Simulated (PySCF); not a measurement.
Species: BrH₆OPSi₂.
Atom-mapped SMILES: `[PH2:1][SiH2:2][O:3][SiH2:4][Br:5]` (hydrogens: H6, H7 on P1; H8, H9 on Si2; H10, H11 on Si4)

Level of theory: PBE0-D3(BJ)/def2-SVP geometry optimisation, gas phase (PySCF).

What internal coordinates does the optimisation give?

```
            bond  length (bohr)   order
          P1–Si2          4.257  single
          Si2–O3          3.156  single
          O3–Si4          3.107  single
         Si4–Br5          4.210  single
    P1–H6, P1–H7          2.702  single
  Si2–H8, Si2–H9          2.822  single
Si4–H10, Si4–H11          2.806  single
```

Bonds in one row agree within 0.02 bohr and their mean is given. Orders are formal, as drawn. A selection of angles:
```
      angle  degrees
  Si2–P1–H6     93.7
  Si2–P1–H7     91.8
   H6–P1–H7     93.5
  P1–Si2–O3    106.3
  P1–Si2–H8    108.3
  P1–Si2–H9    113.7
  O3–Si2–H8    110.1
  H8–Si2–H9    109.3
 Si2–O3–Si4    143.0
 O3–Si4–Br5    109.4
 O3–Si4–H10    110.7
 O3–Si4–H11    109.2
Br5–Si4–H10    107.3
H10–Si4–H11    112.1
```

Dihedral angles: P1–Si2–O3–Si4 177° (antiperiplanar); Si2–O3–Si4–Br5 29° (synperiplanar). The mirror-image conformer, all signs reversed, is as good.

The O–Si distances run from 1.644 Å (O3–Si4, drawn single) to 1.670 Å (Si2–O3, drawn single), a spread of 0.026 Å. Si2 (oxygen-bound silicon) is distorted tetrahedral (angles from 106.3° to 113.7°). Si4 (oxygen-bound silicon) is tetrahedral (angles from 107.3° to 112.1°). P1 (three-coordinate phosphorus) is pyramidal (angles 93.7°, 93.5° and 91.8°, sum 279.0°, 0.87 Å off the plane of its three neighbours).

Point group: C1 (no symmetry element, even within 0.4 Å). Not checked by PBE0-D3(BJ)/def2-SVP frequencies. The numbers are those of one conformer (H–P1–Si2–O3 82° and 175°, P1–Si2–O3–Si4 177°, Si2–O3–Si4–Br5 29°).
